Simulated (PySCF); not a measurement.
Species: C₇H₉N.
Bonds: C1–C2, C2–C3 (aromatic), C3–C4 (aromatic), C4–C5 (aromatic), C5–C6 (aromatic), C6–C7 (aromatic), C7–N8, C2–C7 (aromatic). Hydrogens: H9, H10, H11 on C1; H12 on C3; H13 on C4; H14 on C5; H15 on C6; H16, H17 on N8.

The same species was optimised twice, with GFN2-xTB and with PBE0-D3(BJ)/def2-SVP (PySCF), and the same property calculations (PySCF, gas phase) were run on both structures.

```
  coordinate  GFN2-xTB  PBE0-D3(BJ)/def2-SVP  change
   C2–C7 (Å)     1.403                 1.414  +0.011
   C2–C3 (Å)     1.384                 1.395  +0.011
   C6–C7 (Å)     1.393                 1.403  +0.010
   C4–C5 (Å)     1.383                 1.393  +0.010
   C5–C6 (Å)     1.381                 1.391  +0.010
   C3–C4 (Å)     1.385                 1.394  +0.009
   C1–C2 (Å)     1.501                 1.499  -0.002
   C7–N8 (Å)     1.386                 1.384  -0.002
C6–C7–N8 (°)     119.9                 120.7    +0.8
C1–C2–C3 (°)     120.9                 121.6    +0.7
C1–C2–C7 (°)     120.3                 119.7    -0.6
C2–C7–N8 (°)     120.7                 120.1    -0.6
C3–C4–C5 (°)     119.4                 118.9    -0.5
C2–C3–C4 (°)     121.6                 122.0    +0.4
C4–C5–C6 (°)     120.0                 120.3    +0.3
C2–C7–C6 (°)     119.3                 119.2    -0.1
```

Rotational constants: A = 3259, B = 2224, C = 1334 MHz (GFN2-xTB) against A = 3249, B = 2191, C = 1321 MHz (PBE0-D3(BJ)/def2-SVP).

On the GFN2-xTB structure: HOMO (eV) -5.81 [PBE0/pcSseg-1]; LUMO (eV) 0.17 [PBE0/pcSseg-1]; dipole (D) 1.84 [PBE0/pcSseg-1]; GIAO shielding of C1 (ppm) 166.9 [PBE0/pcSseg-1]; GIAO shielding of C2 (ppm) 63.1 [PBE0/pcSseg-1]; GIAO shielding of C3 (ppm) 51.0 [PBE0/pcSseg-1]; GIAO shielding of C4 (ppm) 64.4 [PBE0/pcSseg-1]; GIAO shielding of C5 (ppm) 53.9 [PBE0/pcSseg-1]; GIAO shielding of C6 (ppm) 69.6 [PBE0/pcSseg-1]; GIAO shielding of C7 (ppm) 36.7 [PBE0/pcSseg-1]; GIAO shielding of N8 (ppm) 193.0 [PBE0/pcSseg-1].

What do these properties become on the PBE0-D3(BJ)/def2-SVP structure?

```csv
property,level,on GFN2-xTB,on PBE0-D3(BJ)/def2-SVP,change
HOMO (eV),PBE0/pcSseg-1,-5.81,-5.81,0.00
LUMO (eV),PBE0/pcSseg-1,0.17,0.11,-0.06
dipole (D),PBE0/pcSseg-1,1.84,1.90,+0.06
"energy, GFN2-xTB geometry as zero (kcal/mol)",PBE0/pcSseg-1,0.0,-0.3,-0.3
GIAO shielding of C1 (ppm),PBE0/pcSseg-1,166.9,165.2,-1.7
GIAO shielding of C2 (ppm),PBE0/pcSseg-1,63.1,61.3,-1.8
GIAO shielding of C3 (ppm),PBE0/pcSseg-1,51.0,48.7,-2.3
GIAO shielding of C4 (ppm),PBE0/pcSseg-1,64.4,62.4,-2.0
GIAO shielding of C5 (ppm),PBE0/pcSseg-1,53.9,51.3,-2.6
GIAO shielding of C6 (ppm),PBE0/pcSseg-1,69.6,67.9,-1.7
GIAO shielding of C7 (ppm),PBE0/pcSseg-1,36.7,34.8,-1.9
GIAO shielding of N8 (ppm),PBE0/pcSseg-1,193.0,191.4,-1.6
```

The heavy atoms differ by 0.013 Å rms after alignment. Among bonds between heavy atoms C2–C3, C2–C7, C4–C5, C5–C6 and C6–C7 change most and about equally (+0.010 to +0.011 Å). Changes are differences of the printed values. Neither structure is proved a minimum here.

Conformer computed: `[CH3:1][c:2]1[cH:3][cH:4][cH:5][cH:6][c:7]1[NH2:8]`: H–N8–C7–C6 155°, H–N8–C7–C6 19°.
